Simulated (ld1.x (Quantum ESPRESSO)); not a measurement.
**Rb, TM semilocal: configuration errors across variants**

- Element: Rb
- Generator: ld1.x (Quantum ESPRESSO) 7.5
- Type: norm-conserving Troullier–Martins (semilocal form)
- Functional: LDA (PZ)
- Relativity: scalar-relativistic
- Frozen core: [Ar] 3d10
- Valence charge: 9
- Reference configuration: 4s2 4p6 4d1 5s0 5p0
- Partial waves: 4p (bound): rc 1.95 bohr; 4d (bound): rc 4.20 bohr; 4s (bound): rc 2.50 bohr
- Local potential: the s channel
- Core correction: none

All-electron excitation energies from the reference (eV): (1) 4s2 4p6 4d0 5s1 5p0 -2.316; (2) 4s2 4p6 4d0 5s0 5p0 1.961; (3) 4s2 4p6 4d0 5s0.5 5p0 -0.657; (4) 4s1 4p6 4d0 5s1 5p0 35.520; (5) 4s2 4p6 4d0 5s0 5p1 -0.696; (6) 4s2 4p5 4d0 5s1 5p0 18.922; (7) 4s2 4p6 4d0.5 5s0.5 5p0 -1.159; (8) 4s2 4p6 4d1 5s0 5p0 spin -0.064; (9) 4s2 4p6 4d0 5s1 5p0 spin -2.442.

Spin tests fill each open shell by Hund’s rule, majority spin first.

In the semilocal form every listed channel keeps its own potential, so the choice of the local channel does not act on these tests. It acts once the file is put into the separable form.

A semilocal file is local in each channel, so a ghost entry of none says nothing of the separable form that plane-wave codes build from it.

1 further variants failed, have other tests or too few solved ones, and are left out.

Errors AE − PS in meV (a dash: test not solved or not reliable):

| change | (1) | (2) | (3) | (4) | (5) | (6) | (7) | (8) | (9) | bound ghosts |
| --- | --- | --- | --- | --- | --- | --- | --- | --- | --- | --- |
| base | +436 | +7.2 | +295 | +1244 | +7.0 | +1228 | +247 | +0.4 | +438 | none |
| wave 4d (bound): rc 4.20 bohr becomes 4d (bound): rc 3.28 bohr | +438 | +5.5 | +296 | +1222 | +5.8 | +1211 | +248 | -0.1 | +440 | none |
| wave 4s (bound): rc 2.50 bohr becomes 4s (bound): rc 2.10 bohr | +177 | +7.2 | +122 | +583 | +7.0 | +564 | +99 | +0.4 | +178 | none |
| all radii scaled by about 1.26 (s 3.14, p 2.46, d 5.28 bohr) | +833 | +15 | +554 | +2119 | +18 | +2097 | +478 | +2.0 | +837 | none |
| wave 4p (bound): rc 1.95 bohr becomes 4p (bound): rc 1.86 bohr | +436 | +7.2 | +295 | +1240 | +5.9 | +1228 | +247 | +0.4 | +438 | none |

Question: Give the same row for: form changed from semilocal to separable (Kleinman–Bylander), still TM; local potential the d channel.

Answer: +451, +7.2, +314, +1421, +19, +1367, +260, +0.4, +451; bound ghosts: none.
